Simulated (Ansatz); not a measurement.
# A barrier at the coupled-cluster level

Start structure (SiH$_{5}$ClOF$_{2}$, closed shell), relaxed at PBE0-D4/def2-TZVP:

```xyz
10
angstrom
Si -0.7641 0.6870 0.2009
F -1.0868 -1.0039 0.2392
H -1.4555 0.8607 -1.0864
H -1.3388 0.9007 1.5360
Cl 0.1490 2.6882 0.1169
H 1.2009 -0.7769 -0.1953
O 0.9828 0.1352 0.1334
H -0.0796 -2.0465 -0.2766
F 0.8052 -2.2949 -0.5519
H 1.5868 0.8504 -0.1163
```

The step: SiH₂ClF ([F][SiH2][Cl]) + H₂O + HF → SiH₃ClO ([OH][SiH2][Cl]) + HF + HF; bonds formed: F2–H8, H6–F9; dative contacts that become bonds: Si1–O7; bonds broken: Si1–F2, H6–O7, H8–F9. Ansatz 0.2.0; basis: def2-TZVPP and def2-QZVPP; cores frozen in the correlated methods. Extrapolation: Hartree–Fock as exp(−7.88 √X), correlation as X^−2.97. Energies below are by CCSD(T) at an estimated basis limit (MP2 extrapolated from triple and quadruple zeta, plus CCSD(T) − MP2 in triple zeta).

(1) What are the electronic barrier and the energy of the step, from the start structure to the end structure? (Judge from chemistry; the value comes from the calculation.)

T1 diagnostic: at most 0.011.

## Answers

(1) The calculation gives: Barrier 0.329 eV; step energy -0.179 eV (downhill); reverse barrier, their difference, 0.508 eV. Barrier and step energy count from the start structure, the reverse barrier from the end structure.

The saddle point: One imaginary mode of 692i cm⁻¹.
```tsv
pair	start (Å)	saddle (Å)	end (Å)
Si1–O7	1.83	1.75	1.67
F2–H8	1.54	1.13	0.94
H6–F9	1.61	1.19	0.96
Si1–F2	1.72	1.95	2.78
H6–O7	0.99	1.15	1.56
H8–F9	0.96	1.15	1.63
```

Zero-point energy (harmonic, PBE0-D4): ZPE is 1.652 eV at the start and 1.522 eV at the saddle, so the barrier goes from 0.329 to 0.199 eV.

Labels in which every atom is bracketed show which atoms are joined, not bond orders.

For scale, one of the runs: CCSD(T)/def2-TZVPP, 247 basis functions, launched by `ansatz run in.yaml --threads 8 --pin off --events-out ev --progress --plain --max-ram 19148MiB`. Time: 88 s of wall clock on 8 CPU threads of a Oxide Virtual Turin-like; the host was shared. Peak host memory: 5.3 GiB.
